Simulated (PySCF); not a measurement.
An excited-state job on `CC(C[Se]C)=C`.

Method: TDDFT CAM-B3LYP/def2-SVPD, vertical, gas phase, core orbitals frozen in the response (PySCF 2.14.0, density-fitted response routines). Geometry: GFN2-xTB. The input is one job of a driver script: a line of settings, then coordinates in Å.

Input:
```
{"job": {"kind": "uv", "xc": "CAM-B3LYP", "basis": "def2-SVPD", "nstates": 8, "ntriplets": 3}, "charge": 0, "multiplicity": 1}
C     -1.914334    -1.131719    -0.727873
C     -1.254554    -0.193037    -0.065207
C     -1.870401     1.111527     0.331644
C      0.172537    -0.367093     0.322383
Se     1.364270     0.864504    -0.697316
C      3.038698     0.087916    -0.066724
H     -1.451629    -2.061286    -1.012814
H     -2.947294    -1.007986    -1.004134
H     -1.848490     1.228563     1.414930
H     -1.292032     1.930416    -0.102236
H     -2.898369     1.183903    -0.011891
H      0.333746    -0.127659     1.376456
H      0.529619    -1.375700     0.109609
H      3.850088     0.659976    -0.507650
H      3.082386     0.155666     1.018248
H      3.098160    -0.949047    -0.388837
```

Output:
```
coarse grid: 57952 points
cycle   1  E = -2597.6266919956  dE = -3.584e-01  |g| = 3.070e-01  |ddm| = 7.382e+00
cycle   2  E = -2597.6431847414  dE = -1.649e-02  |g| = 2.088e-01  |ddm| = 1.063e+00
cycle   3  E = -2597.6533453605  dE = -1.016e-02  |g| = 4.730e-02  |ddm| = 4.497e-01
cycle   4  E = -2597.6538354691  dE = -4.901e-04  |g| = 2.367e-02  |ddm| = 1.248e-01
cycle   5  E = -2597.6539728455  dE = -1.374e-04  |g| = 5.551e-03  |ddm| = 4.618e-02
cycle   6  E = -2597.6539815839  dE = -8.738e-06  |g| = 9.999e-04  |ddm| = 1.272e-02
final grid: 122840 points
cycle   7  E = -2597.6539698131  dE = -1.630e-07  |g| = 1.000e-03  |ddm| = 9.089e-03
cycle   8  E = -2597.6539697200  dE =  9.310e-08  |g| = 1.194e-03  |ddm| = 3.517e-03
cycle   9  E = -2597.6539700784  dE = -3.584e-07  |g| = 1.057e-04  |ddm| = 1.888e-03
cycle  10  E = -2597.6539700816  dE = -3.190e-09  |g| = 2.889e-05  |ddm| = 2.638e-04
cycle  11  E = -2597.6539700820  dE = -3.433e-10  |g| = 9.333e-06  |ddm| = 1.109e-04
converged SCF energy = -2597.6539700820

Static polarisability (au): isotropic 92.098, principal 74.881 85.813 115.602

Singlet excitations
state   eV       nm        f      main configurations
  1   4.5012    275.4   0.00111   H->L 0.80
  2   5.3854    230.2   0.00736   H->L+1 0.73
  3   5.7194    216.8   0.01810   H->L+2 0.65, H->L+1 0.16
  4   5.9971    206.7   0.01866   H->L+3 0.85, H->L+2 0.11
  5   6.4660    191.7   0.12728   H->L+4 0.63, H-1->L 0.25
  6   6.6060    187.7   0.09007   H-1->L 0.45, H->L+4 0.28, H-1->L+2 0.13
  7   6.8543    180.9   0.30454   H-1->L+2 0.47, H-1->L+1 0.28, H-1->L 0.14
  8   6.9360    178.8   0.00081   H->L+6 0.46, H->L+5 0.28

Triplet excitations (Tamm-Dancoff, eV): 4.0207 4.2505 4.8312
```

The SCF starts on a coarse grid where the log names one; the energy can jump when the final grid takes over, and dE then counts from the start density on the new grid. H and L stand for HOMO and LUMO; the number after each pair is its weight.

Task: Give the mean polarisability as a volume in Å³, and the ratio of the largest to the smallest principal value.

Result: 92.098 au × 0.148185 = 13.65 Å³; 115.602/74.881 = 1.54.

Summary of the converged run: HOMO -7.32 eV, LUMO 0.75 eV; lowest singlet 4.50 eV; lowest triplet 4.02 eV (Tamm–Dancoff); mean polarisability 92.1 au.

 Relativistic effects, spin–orbit coupling among them, are left out although an element past zinc is present.

Task: Estimate the wall time. Hardware: an Arm Neoverse V2 with one thread, no GPU, shared host.

Result: About 50 s.

One conformer stands for the species.
Labels such as C1 count atoms from 1, the log's own numbers from 0.
